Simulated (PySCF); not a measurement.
## A small calculation by hand: oscillator strength and radiative lifetime

Sb(F)2(OMe) (CH₃F₂OSb), SMILES C[O][Sb]([F])[F].

The structure is a stationary point at B3LYP-D3(BJ)/def2-SVP. The def2 effective core potentials stand for the cores of Sb; spin–orbit coupling is left out. Other conformers were not sampled.

TDA-M06-2X/def2-SVPD in PySCF 2.14.0 puts the first singlet state with f over 0.02 at 6.67 eV (vertical), with the transition dipole (0.000, 0.000, -0.624) in atomic units.

Task: Find the oscillator strength, the wavelength and the radiative lifetime that this transition would have in vacuum if emission retraced absorption.

Result: 
|μ|² = 0.3894 au, so |μ| = 1.59 D. ΔE = 6.67/27.211 = 0.2451 hartree. f = (2/3) ΔE |μ|² = 0.064 (the program prints 0.064).
λ = 1239.84/6.67 = 186 nm; ν = 53797 cm⁻¹.
Einstein's coefficient A = 0.6670 ν² f s⁻¹ (ν in cm⁻¹) = 1.2e8 s⁻¹, so τ = 1/A = 8.1 ns. This state is S2; the lower singlet has f = 0.018. The figure is the radiative limit of this one transition; relaxation, internal conversion, crossing to triplets and a medium change what is measured.
